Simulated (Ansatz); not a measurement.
Geometry optimisation, RKS PBE-D4/def2-SVP in Ansatz 0.2.0.

The input (input.yaml):

```yaml
crystal:
  periodic: [false, false, false]
  atoms:
    - { symbol: In, position_ang: [0.200678, 0.607478, -0.531832] }
    - { symbol: O, position_ang: [0.029409, 0.095703, 2.59766] }
    - { symbol: H, position_ang: [-0.9168, -0.002346, 2.813702] }
    - { symbol: Cl, position_ang: [2.065177, -0.322504, -1.632525] }
    - { symbol: Cl, position_ang: [-1.877126, -0.24979, -1.260448] }
    - { symbol: H, position_ang: [0.277904, 1.924719, 0.633915] }
    - { symbol: H, position_ang: [0.087458, 1.030541, 2.263328] }
basis:
  gaussian: { orbitals: def2-SVP }
hamiltonian:
  xc: pbe
  dispersion: d4
relax:
  f_tol: 0.03
  max_steps: 50
```

Launched with:

```bash
$ ansatz run input.yaml --threads 2 --pin off --max-ram 3072MiB --backend cpu --events-out ev --progress --plain --runs-dir out
```

Question: Where does it end, and by what steps?

Answer: The forces met the threshold. After 15 steps the energy has fallen by 0.670 eV; H3 moved furthest, 1.07 Å. Joined: In1–O2 (3.18 → 2.37 Å).

```
step  energy less start (eV)  largest force component (eV/Å)  accepted
   0                  0.0000                           0.648       yes
   1                 -0.0994                           1.861       yes
   2                 -0.2210                           2.318       yes
   3                 -0.3699                           1.071       yes
   4                 -0.4817                           0.712       yes
   5                 -0.5534                           0.592       yes
   6                 -0.5815                           0.232       yes
   7                 -0.6247                           0.559       yes
   8                 -0.6447                           0.093       yes
   9                 -0.6457                           0.097       yes
  10                 -0.6460                           0.096       yes
  11                 -0.6661                           0.275       yes
  12                 -0.6676                           0.190       yes
  13                 -0.6698                           0.087       yes
  14                 -0.6700                           0.031       yes
  15                 -0.6700                           0.009       yes
```

```xyz
7
Properties=species:S:1:pos:R:3
In 0.262 0.850 -0.212
O 0.083 0.076 2.021
H -0.782 -0.363 1.816
Cl 1.973 -0.546 -1.055
Cl -1.888 -0.265 -0.283
H 0.352 2.564 -0.080
H -0.132 0.767 2.677
```

Whether the end is a true minimum wasn't checked by a vibrational analysis.

Time of the run: 27 s on 2 threads of Arm Neoverse V1, with other jobs on the host, peak memory 0.14 GiB.
